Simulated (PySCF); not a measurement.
C3H10O2Si (SMILES CC(C)O[SiH2]O), singlet, at a GFN2-xTB geometry; CASSCF(2,2)/STO-3G (PySCF).

PySCF was given this input:
```python
from pyscf import gto, scf, mcscf
import numpy

mol = gto.Mole()
mol.atom = '''
    Si    1.069266    0.749053   -0.731821
    O     2.509253    0.791542    0.005468
    O     0.163938   -0.228061    0.192457
    C    -1.156235   -0.661370    0.007162
    C    -2.140414    0.470162    0.287550
    C    -1.396299   -1.848106    0.937064
    H     0.612428    2.134016   -0.752634
    H     1.181531    0.190383   -2.082200
    H     2.768489    0.071706    0.575086
    H    -1.277759   -0.987779   -1.036597
    H    -3.161583    0.114901    0.180015
    H    -1.995130    0.838875    1.299915
    H    -1.972993    1.288221   -0.407838
    H    -0.673630   -2.633511    0.730864
    H    -1.280447   -1.533339    1.971253
    H    -2.398468   -2.242175    0.793574
'''
mol.basis = 'sto-3g'
mol.charge = 0
mol.spin = 0
mol.verbose = 4
mol.build()

mf = scf.RHF(mol)
mf.kernel()
mc = mcscf.CASSCF(mf, 2, 2)
mc.kernel()
occ = numpy.linalg.eigvalsh(mc.fcisolver.make_rdm1(mc.ci, mc.ncas, mc.nelecas))[::-1]
ss = mc.fcisolver.spin_square(mc.ci, mc.ncas, mc.nelecas)[0]
print('natural occupations', occ.round(4), ' <S^2>', round(ss, 4))
```

Output, abridged:

```
PySCF version 2.14.0

[INPUT] verbose = 4
[INPUT] num. atoms = 16
[INPUT] num. electrons = 58
[INPUT] charge = 0
[INPUT] spin (= nelec alpha-beta = 2S) = 0
[INPUT] symmetry False subgroup None
[INPUT] Mole.unit = angstrom
[INPUT] Symbol           X                Y                Z      unit          X                Y                Z       unit  Magmom
[...]
nuclear repulsion = 326.355577940186
number of shells = 30
number of NR pGTOs = 132
number of NR cGTOs = 44
basis = sto-3g
ecp = {}

******** <class 'pyscf.scf.hf.RHF'> ********
method = RHF
initial guess = minao
damping factor = 0
level_shift factor = 0
DIIS = <class 'pyscf.scf.diis.CDIIS'>
diis_start_cycle = 1
diis_space = 8
diis_damp = 0
SCF conv_tol = 1e-09
SCF conv_tol_grad = None
SCF max_cycles = 50
direct_scf = True
direct_scf_tol = 1e-13
Set gradient conv threshold to 3.16228e-05
Initial guess from minao.
init E= -552.157514323256
[...]
cycle= 1 E= -551.23453046553  delta_E= 0.923  |g|= 0.593  |ddm|= 4.59
[...]
cycle= 2 E= -551.358944287635  delta_E= -0.124  |g|= 0.151  |ddm|= 1.03
[...]
cycle= 3 E= -551.366592777753  delta_E= -0.00765  |g|= 0.0303  |ddm|= 0.236
[...]
cycle= 4 E= -551.367084358095  delta_E= -0.000492  |g|= 0.00508  |ddm|= 0.0693
[...]
cycle= 5 E= -551.367097284066  delta_E= -1.29e-05  |g|= 0.00131  |ddm|= 0.0108
[...]
cycle= 6 E= -551.367098473961  delta_E= -1.19e-06  |g|= 0.000188  |ddm|= 0.0039
[...]
cycle= 7 E= -551.367098498536  delta_E= -2.46e-08  |g|= 5.38e-05  |ddm|= 0.000527
[...]
cycle= 8 E= -551.367098500595  delta_E= -2.06e-09  |g|= 1.17e-05  |ddm|= 0.000158
[...]
cycle= 9 E= -551.367098500691  delta_E= -9.64e-11  |g|= 2.33e-06  |ddm|= 3.45e-05
[...]
Extra cycle  E= -551.367098500696  delta_E= -4.21e-12  |g|= 9.22e-07  |ddm|= 4.58e-06
converged SCF energy = -551.367098500696

******** <class 'pyscf.mcscf.mc1step.CASSCF'> ********
CAS (1e+1e, 2o), ncore = 28, nvir = 14
max_cycle_macro = 50
max_cycle_micro = 4
conv_tol = 1e-07
conv_tol_grad = None
orbital rotation max_stepsize = 0.02
orbital rotation threshold for CI restart = 0.01
augmented hessian ah_max_cycle = 30
augmented hessian ah_conv_tol = 1e-12
augmented hessian ah_linear dependence = 1e-14
augmented hessian ah_level shift = 1e-08
augmented hessian ah_start_tol = 2.5
augmented hessian ah_start_cycle = 3
augmented hessian ah_grad_trust_region = 3
kf_trust_region = 3
kf_interval = 4
ci_response_space = 4
ci_grad_trust_region = 3
with_dep4 0
natorb = False
canonicalization = True
sorting_mo_energy = False
ao2mo_level = 2
internal_rotation = False
******** <class 'pyscf.fci.direct_spin1.FCISolver'> ********
max. cycles = 50
conv_tol = 1e-08
davidson only = False
linear dependence = 1e-12
level shift = 0.001
max iter space = 12
nroots = 1
pspace_size = 400
spin = None
CASCI E = -551.367598601645  S^2 = 0.0000000
Set conv_tol_grad to 0.000316228
macro iter   1 ( 12 JK    3 micro), CASSCF E = -551.367835319175  dE = -2.36717531e-04  S^2 = 0.0000000
               |grad[o]|=0.00161  |grad[c]|=0.00248  |ddm|=0.000805  |maxRot[o]|=0.122
macro iter   2 ( 21 JK    4 micro), CASSCF E = -551.368918546588  dE = -1.08322741e-03  S^2 = 0.0000000
               |grad[o]|=0.00183  |grad[c]|=0.00667  |ddm|=0.0123  |maxRot[o]|=0.152
macro iter   3 ( 21 JK    4 micro), CASSCF E = -551.374378881233  dE = -5.46033465e-03  S^2 = 0.0000000
               |grad[o]|=0.00375  |grad[c]|=0.0152  |ddm|=0.0237  |maxRot[o]|=0.234
macro iter   4 ( 21 JK    4 micro), CASSCF E = -551.379571536389  dE = -5.19265516e-03  S^2 = 0.0000000
               |grad[o]|=0.00975  |grad[c]|=0.0113  |ddm|=0.00481  |maxRot[o]|=0.216
macro iter   5 ( 21 JK    4 micro), CASSCF E = -551.379786701364  dE = -2.15164975e-04  S^2 = 0.0000000
               |grad[o]|=0.00811  |grad[c]|=0.00805  |ddm|=0.00534  |maxRot[o]|=0.0447
macro iter   6 ( 21 JK    4 micro), CASSCF E = -551.379675967145  dE =  1.10734219e-04  S^2 = 0.0000000
               |grad[o]|=0.00784  |grad[c]|=0.00802  |ddm|=0.005  |maxRot[o]|=0.0138
macro iter   7 ( 21 JK    4 micro), CASSCF E = -551.380886624052  dE = -1.21065691e-03  S^2 = 0.0000000
               |grad[o]|=0.00805  |grad[c]|=0.00246  |ddm|=0.00204  |maxRot[o]|=0.0526
macro iter   8 ( 20 JK    4 micro), CASSCF E = -551.381106321770  dE = -2.19697718e-04  S^2 = 0.0000000
               |grad[o]|=0.00589  |grad[c]|=0.00367  |ddm|=0.00284  |maxRot[o]|=0.0153
macro iter   9 ( 21 JK    4 micro), CASSCF E = -551.381129789298  dE = -2.34675285e-05  S^2 = 0.0000000
               |grad[o]|=0.00535  |grad[c]|=0.00423  |ddm|=0.00237  |maxRot[o]|=0.00935
macro iter  10 ( 21 JK    4 micro), CASSCF E = -551.381140335935  dE = -1.05466362e-05  S^2 = 0.0000000
               |grad[o]|=0.00529  |grad[c]|=0.00478  |ddm|=0.00219  |maxRot[o]|=0.0084
macro iter  11 (  7 JK    2 micro), CASSCF E = -551.381982709810  dE = -8.42373875e-04  S^2 = 0.0000000
               |grad[o]|=0.00529  |grad[c]|=0.00359  |ddm|=0.00198  |maxRot[o]|=0.0648
macro iter  12 ( 10 JK    3 micro), CASSCF E = -551.382110096999  dE = -1.27387189e-04  S^2 = 0.0000000
               |grad[o]|=0.00197  |grad[c]|=0.00176  |ddm|=0.000561  |maxRot[o]|=0.0362
macro iter  13 (  3 JK    1 micro), CASSCF E = -551.382110234245  dE = -1.37246502e-07  S^2 = 0.0000000
               |grad[o]|=9.95e-05  |grad[c]|=2.44e-05  |ddm|=1.61e-05  |maxRot[o]|=0.00111
macro iter  14 (  1 JK    1 micro), CASSCF E = -551.382110234245  dE =  0.00000000e+00  S^2 = 0.0000000
               |grad[o]|=1.4e-05  |grad[c]|=6.42e-07  |ddm|=    0  |maxRot[o]|=    0
1-step CASSCF converged in  14 macro (221 JK  46 micro) steps
CASSCF canonicalization
Density matrix diagonal elements [1.97733286 0.02266714]
CASSCF energy = -551.382110234245
CASCI E = -551.382110234245  E(CI) = -1.52596121055547  S^2 = 0.0000000
natural occupations [1.9774 0.0226]  <S^2> 0.0
```
